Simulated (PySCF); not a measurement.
# Frontier orbitals and the lowest excitations

Ti(OSiMe3)Cl3, C3H9Cl3OSiTi (singlet state).
Z-matrix (Å and degrees, PBE0-D3(BJ)/def2-SVP geometry), rows numbered from 1:
```
Ti
O   1  1.7117
Si  2  1.7229  1  145.77
C   3  1.8647  2  105.51  1   -67.19
C   3  1.8630  2  105.39  1   172.24
C   3  1.8661  2  105.49  1    52.14
H   4  1.1013  3  111.17  2   178.90
H   4  1.1011  3  109.93  2    59.14
H   4  1.1008  3  111.01  2   -60.58
H   5  1.1007  3  110.72  2    59.36
H   5  1.1013  3  110.99  2   179.57
H   5  1.1008  3  110.51  2   -60.43
H   6  1.1012  3  110.13  2   -60.20
H   6  1.1010  3  110.83  2    59.31
H   6  1.1013  3  111.34  2   179.81
Cl  1  2.1838  2  110.18  3   131.16
Cl  1  2.1899  2  104.93  3    11.19
Cl  1  2.1789  2  107.84  3  -105.67
```

Level of theory: PySCF, TDDFT CAM-B3LYP/def2-SVPD, vertical, gas phase, core orbitals frozen in the response. The geometry optimisation had not met its thresholds, so the values belong to a structure short of the stationary point.

Kohn–Sham orbitals with the atoms that hold most of them (Löwdin shares over 4%, at most four atoms; ? is withheld):

```
orbital  ε (eV)                               atoms
 LUMO+2   -1.33   Ti1 69%, Cl17 10%, O2 9%, Cl16 5%
 LUMO+1   -1.95  Ti1 76%, Cl16 9%, Cl18 6%, Cl17 5%
   LUMO   -2.03                                   ?
   HOMO       ?                                   ?
 HOMO-1  -10.31   C5 21%, Si3 13%, O2 13%, Cl17 12%
 HOMO-2  -10.43        Cl18 34%, Cl16 34%, Cl17 31%
 HOMO-3  -10.82    Cl18 28%, Cl16 28%, C4 8%, C6 8%
```

**Question.** Give the leading atoms of the HOMO.

**Answer.** C4 (bonded to Si and 3 H) 18%; Cl18 (bonded to Ti) 15%; C6 (bonded to Si and 3 H) 15%; O2 (bonded to Si and Ti) 14%. By element: carbon 33% or more, chlorine 15% or more, oxygen 14%.

**Question.** Which atoms hold the LUMO, and with what shares?

**Answer.** Ti1 (bonded to 3 Cl and O) 76%; Cl17 (bonded to Ti) 9%; Cl18 (bonded to Ti) 7%; Cl16 (bonded to Ti) 5%. By element: titanium 76%, chlorine 21%.

**Question.** What is the HOMO energy, and the HOMO–LUMO gap?

**Answer.** ε(HOMO) = -10.26 eV; the gap is 8.22 eV (0.3023 hartree).

**Question.** How does S1 compare with the orbital gap of 8.22 eV?

**Answer.** S1 is at 4.67 eV (f = 0.0006), 3.55 eV below the gap, made of HOMO→LUMO (33%), HOMO-2→LUMO (25%), HOMO-3→LUMO (16%). 

Next come S2 at 4.72 eV (f 0.0007), HOMO→LUMO+1 (29%), HOMO-3→LUMO+1 (20%), HOMO-2→LUMO (16%); S3 at 4.77 eV (f 0.0001), HOMO-2→LUMO+1 (38%), HOMO-1→LUMO (21%), HOMO-4→LUMO (15%); S4 at 4.89 eV (f 0.024), HOMO-2→LUMO (31%), HOMO→LUMO (26%), HOMO-3→LUMO (15%); S5 at 4.95 eV (f 0.018), HOMO-1→LUMO+1 (36%), HOMO-4→LUMO+1 (22%), HOMO-2→LUMO (19%).
